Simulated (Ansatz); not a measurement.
`[GaH2][Br]` + HI → `[GaH2][I]` + HBr at 500 K and 1 bar (ligand exchange at a Ga–Br bond).

Gas-phase electronic energies from Ansatz, PBE0-D4/def2-TZVP geometries. CCSD(T)/CBS is the MP2 limit (def2-TZVPP, def2-QZVPP) plus CCSD(T) − MP2 in def2-TZVPP, frozen cores. Elements past krypton have def2 core potentials. For Br, Ga, I outer-core shells are correlated without core-valence functions, which leaves a few kJ/mol of doubt a bond. Scalar relativity is left out up to krypton.

```csv
species,CCSD(T)/CBS energy (Eh),H − E (kJ/mol),S (J/(mol·K))
`[GaH2][Br]`,-4498.49736,60.9,306.0
HI,-298.03592,28.6,221.6
`[GaH2][I]`,-2222.61527,60.6,314.2
HBr,-2573.91920,30.5,213.7
```

H − E and S are ideal-gas, rigid-rotor, harmonic terms from PBE0-D4/def2-TZVP. 1 Eh = 2625.50 kJ/mol, R = 8.31446 J/(mol·K).

Problem. By hand: ΔE, ΔH, ΔS and ΔG.

Solution. ΔE = (-2222.61527) + (-2573.91920) − (-4498.49736) − (-298.03592) = -0.00119 Eh = -3.1 kJ/mol. Δ(H − E) = 60.6 + 30.5 − 60.9 − 28.6 = 1.6, so ΔH = -1.5 kJ/mol. ΔS = 314.2 + 213.7 − 306.0 − 221.6 = 0.3 J/(mol·K). ΔG = -1.5 − 500 × (0.3)/1000 = -1.6 kJ/mol.

Problem. By hand: the equilibrium constant, and the temperature at which ΔG would vanish if ΔH and ΔS stayed fixed.

Solution. log₁₀ K = −ΔG/(RT ln 10) = 0.2. ΔH and −TΔS have one sign here, so there is no such temperature.

The number of gas molecules stays the same, so ΔS is small and ΔH decides. The sign of ΔG lies within the doubt. A doubt of 5 kJ/mol in ΔE shifts log₁₀ K by 0.5 here. These are equilibria of isolated gas molecules and say nothing of rates. Largest T1 diagnostic: 0.011 (customary marks: 0.02 for closed shells, 0.045 for open ones).

ΔS is within the doubt of such terms, so its sign, and with it that verdict, could turn.
